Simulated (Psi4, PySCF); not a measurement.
The PySCF input:
```python
from pyscf import gto, scf, cc

mol = gto.Mole()
mol.atom = '''
    C    -0.00335947   -0.71313637    0.73014498
    C     0.05807930    0.67991703    0.79159473
    C    -0.05867858   -0.80712934   -0.66134835
    C     0.00338121    0.71775244   -0.73487114
    H    -0.00697050   -1.47967539    1.51496629
    H    -0.48704778    1.36116449    1.45853372
    H     0.48642934   -1.49244489   -1.32412223
    H     0.89376966    1.13784104   -1.23176299
    H    -0.88271553    1.20869220   -1.17073608
'''
mol.basis = 'sto-3g'
mol.charge = -1
mol.verbose = 3
mol.build()

mf = scf.RHF(mol)
mf.kernel()

mycc = cc.CCSD(mf, frozen=4)
mycc.kernel()
et = mycc.ccsd_t()
print('E(CCSD(T)) = %.10f' % (mycc.e_tot + et))
```

Problem. Write the same job for Psi4.

Solution. One answer among several that fit: 
```
memory 2 GB

molecule mol {
-1 1
  C    -0.003359   -0.713136    0.730145
  C     0.058079    0.679917    0.791595
  C    -0.058679   -0.807129   -0.661348
  C     0.003381    0.717752   -0.734871
  H    -0.006971   -1.479675    1.514966
  H    -0.487048    1.361164    1.458534
  H     0.486429   -1.492445   -1.324122
  H     0.893770    1.137841   -1.231763
  H    -0.882716    1.208692   -1.170736
}

set basis sto-3g
set reference rhf
set freeze_core true
set mp2_type conv
set scf_type pk
set puream true
set d_convergence 1e-8

energy('ccsd(t)')
print_variables()
```

Both were run: PySCF gave -152.475369 Eh and Psi4 -152.475369 Eh, 0.000 mEh apart.
